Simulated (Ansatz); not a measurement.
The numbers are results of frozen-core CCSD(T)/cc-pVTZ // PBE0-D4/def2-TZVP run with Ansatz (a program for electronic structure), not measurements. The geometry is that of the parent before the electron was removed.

Ansatz 0.2 input:
```yaml
crystal:
  periodic: [false, false, false]
  atoms:
    - { symbol: B, position_ang: [1.744439, -0.373807, 0.096888] }
    - { symbol: C, position_ang: [0.785809, 0.797226, -0.119335] }
    - { symbol: C, position_ang: [-0.559386, 0.715765, -0.131723] }
    - { symbol: C, position_ang: [-1.39677, -0.494585, 0.054451] }
    - { symbol: H, position_ang: [1.349928, -1.491621, 0.265882] }
    - { symbol: H, position_ang: [2.927799, -0.189798, 0.101366] }
    - { symbol: H, position_ang: [1.19511, 1.793871, -0.276234] }
    - { symbol: H, position_ang: [-1.128895, 1.632369, -0.294395] }
    - { symbol: H, position_ang: [-2.064425, -0.357968, 0.912] }
    - { symbol: H, position_ang: [-0.806167, -1.395337, 0.206177] }
    - { symbol: H, position_ang: [-2.047443, -0.636115, -0.815075] }
basis:
  gaussian: { orbitals: cc-pVTZ }
correlation:
  method: ccsd_t
total_charge: 1
magnetization:
  spin_polarized: true
  initial_magnetization: 1
```

Output:

```
Functional definition: HF
1225 factors; integrals over basis functions are off by at most 1.3e-3 eV
mean field evaluation 1: about -3857.0490 eV, gradient 3.3e1 eV
mean field evaluation 2: about -3857.0503 eV, gradient 3.3e1 eV
mean field evaluation 4: about -3863.0226 eV, gradient 4.1e0 eV
mean field evaluation 8: about -3863.2569 eV, gradient 3.0e-1 eV
mean field evaluation 16: about -3865.1534 eV, gradient 6.6e0 eV
mean field evaluation 32: about -3863.2612 eV, gradient 2.4e-1 eV
mean field evaluation 64: about -3861.1515 eV, gradient 2.8e0 eV
mean field evaluation 96: about -3863.3505 eV, gradient 4.3e-1 eV
mean field evaluation 128: about -3865.5768 eV, gradient 2.5e0 eV
mean field evaluation 160: about -3863.3892 eV, gradient 3.6e-2 eV
mean field evaluation 192: about -3861.2649 eV, gradient 1.3e1 eV
mean field evaluation 224: about -3859.2012 eV, gradient 1.6e1 eV
mean field evaluation 256: about -3863.2533 eV, gradient 2.4e-6 eV
mean field evaluation 288: about -3863.3885 eV, gradient 7.1e-2 eV
mean field evaluation 320: about -3860.6067 eV, gradient 9.2e0 eV
mean field evaluation 352: about -3853.9002 eV, gradient 1.3e1 eV
mean field -3865.68658887 eV, -142.0613618844 hartree, gradient 1.5e-6 eV, S^2 0.755350; 4 other end points of the search recorded, 0 dependent functions left out
determinant -3865.68658887 eV, -142.0613618844 hartree, with singles and doubles -3882.06704452 eV, -142.6633325266 hartree
determinant -3863.38941743 eV, -141.9769423912 hartree, with singles and doubles -3880.58891540 eV, -142.6090122832 hartree
determinant -3863.25328921 eV, -141.9719397715 hartree, with singles and doubles -3880.43300017 eV, -142.6032825044 hartree
4 core orbitals not correlated
reference -3865.68658887 eV, -142.0613618844 hartree; 11, 10 occupied and 203, 204 virtual orbitals, 1225 factors
second order -14.61845080 eV of doubles, -0.00000000 eV of singles
cycle   1  -16.07119150 eV  change    -1.3e0 eV  update   2.5e-2
cycle   2  -16.10186970 eV  change   -3.1e-2 eV  update   5.9e-3
cycle   3  -16.10232541 eV  change   -4.6e-4 eV  update   2.7e-3
cycle   4  -16.10380294 eV  change   -1.5e-3 eV  update   1.4e-3
cycle   5  -16.10457613 eV  change   -7.7e-4 eV  update   7.8e-4
cycle   6  -16.10493444 eV  change   -3.6e-4 eV  update   3.1e-4
cycle   7  -16.10506339 eV  change   -1.3e-4 eV  update   9.8e-5
cycle   8  -16.10507940 eV  change   -1.6e-5 eV  update   5.4e-5
cycle   9  -16.10505062 eV  change    2.9e-5 eV  update   3.5e-5
cycle  10  -16.10504641 eV  change    4.2e-6 eV  update   2.7e-5
cycle  11  -16.10505638 eV  change   -1.0e-5 eV  update   1.9e-5
perturbative correction -0.57746676 eV, -0.0212215120 hartree
Total energy: -3882.36911201 eV, -142.6744333019 hartree
```

Cost: roughly 30 core-minutes.
